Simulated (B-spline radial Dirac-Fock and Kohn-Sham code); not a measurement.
How the settings move the core levels of O²⁺

ΔSCF core binding energies without Breit or QED terms, calculated with a radial atomic solver. Keys: rel is the Hamiltonian (dirac, or spin-free x2c and nr, where L3 and M5 stand for the whole 2p and 3d shells), method is hf or an exchange,correlation pair (spin-unpolarised, also for the hole states), nuc the nuclear model, radius_factor scales its radius, rmax is the box in bohr, h the logarithmic mesh step, order the B-spline order, points the quadrature points per cell, c_factor scales the speed of light, and damp, ndamp, maxit and tol steer the iteration. The run stops when the commutator error falls below 10·tol·max(1, Z/10), or the numerical noise floor, and the energy has settled to about 1e-8 Ha; the virial ratio is −V/T.

Base input:

```json
{"items": [{"Z": 8, "q": 2, "cfg": [[1, 0, 2], [2, 0, 2], [2, 1, 2]], "A": 16, "rrms": 2.6991, "do": "settings", "holes": ["K", "L3", "M5"],
  "settings": [{"rel": "dirac", "method": "hf", "nuc": "fermi", "radius_factor": 1.0, "rmax": 45.0, "h": 0.3, "order": 8, "points": 10, "c_factor": 1.0, "maxit": 60, "damp": 0.5, "ndamp": 3, "tol": 1e-08}]}]}
```

The ground state converged in 9 iterations, with total energy -73.10500 Ha, virial ratio 1.99845 and highest orbital energy -54.25 eV. ΔSCF binding energies: K (1s) 595.9 eV. Holes are computed only in closed shells, and unreliable hole states are left out.

Changes from the base run:

| changed setting | Δ total energy (Ha) | Δ K (eV) | iterations |
| --- | --- | --- | --- |
| nuc = "sphere"; radius_factor = 1.2; tol = 1e-06 | +0.00001 | 0.00 | 8 |
| nuc = "sphere" | 0.00000 | 0.00 | 9 |
| radius_factor = 1.2; h = 0.22; c_factor = 0.8 | ? | ? | ? |
| order = 7 | 0.00000 | 0.00 | 9 |
| method = "pw91,pw91" | -0.10432 | +9.54 | 9 |
| damp = 0.0 | 0.00000 | 0.00 | 7 |
| radius_factor = 1.2 | +0.00001 | 0.00 | 9 |

Q: What does the change radius_factor = 1.2; h = 0.22; c_factor = 0.8 do?

A: The total energy moves by -0.03186 Ha and the binding energies by K +0.26 eV; the run takes 9 iterations.
